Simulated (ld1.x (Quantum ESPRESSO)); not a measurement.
# aluminium (Al), TM: configuration errors across variants

Al, norm-conserving Troullier–Martins (Kleinman–Bylander form), made with ld1.x (Quantum ESPRESSO) 7.5 (PBE, scalar-relativistic). Core [Ne], reference 3s2 3p1. Waves: 3s (bound): rc 1.85 bohr; 3p (bound): rc 2.60 bohr. Local part: the p channel. Core correction: Bessel-smoothed model core inside 1.30 bohr.

All-electron excitation energies from the reference (eV): (1) 3s2 3p0 5.761; (2) 3s1 3p0 24.987; (3) 3s2 3p0.5 2.086; (4) 3s1 3p1 11.571; (5) 3s2 3p1.3 -0.575; (6) 3s0 3p3 10.451; (7) 3s1 3p2 5.139.

Errors AE − PS in meV (a dash: test not solved or not reliable):

```tsv
change	(1)	(2)	(3)	(4)	(5)	(6)	(7)	bound ghosts
base	+0.2	+5.0	0.0	+0.9	0.0	-7.0	-1.9	none
wave 3p (bound): rc 2.60 bohr becomes 3p (bound): rc 1.70 bohr	+0.8	+5.2	+0.2	+3.5	+0.1	+1.9	+0.1	none
wave 3p (bound): rc 2.60 bohr becomes 3p (bound): rc 1.88 bohr	+0.5	+4.7	+0.1	+2.1	0.0	-2.0	-0.7	none
wave 3p (bound): rc 2.60 bohr becomes 3p (bound): rc 2.20 bohr	+0.3	+5.2	0.0	+0.8	0.0	-7.3	-1.9	none
wave 3p (bound): rc 2.60 bohr becomes 3p (bound): rc 2.44 bohr	+0.3	+5.5	0.0	+0.6	0.0	-8.4	-2.1	none
wave 3p (bound): rc 2.60 bohr becomes 3p (bound): rc 2.68 bohr	+0.2	+4.5	0.0	+1.1	0.0	-6.1	-1.7	none
wave 3p (bound): rc 2.60 bohr becomes 3p (bound): rc 2.94 bohr	-0.1	+2.2	0.0	+2.2	+0.1	-1.6	-0.7	none
wave 3p (bound): rc 2.60 bohr becomes 3p (bound): rc 3.16 bohr	-0.5	-0.4	0.0	+3.3	+0.1	+2.1	+0.2	none
wave 3p (bound): rc 2.60 bohr becomes 3p (bound): rc 3.58 bohr	-1.2	-3.6	-0.1	+4.5	+0.1	+6.0	+1.1	none
wave 3p (bound): rc 2.60 bohr becomes 3p (bound): rc 3.94 bohr	-0.9	-2.7	0.0	+4.2	+0.1	+5.2	+0.9	none
```

Problem. Give the same row for: wave 3p (bound): rc 2.60 bohr becomes 3p (bound): rc 3.34 bohr.

Solution. -0.8, -1.9, 0.0, +3.9, +0.1, +4.2, +0.6; bound ghosts: none.
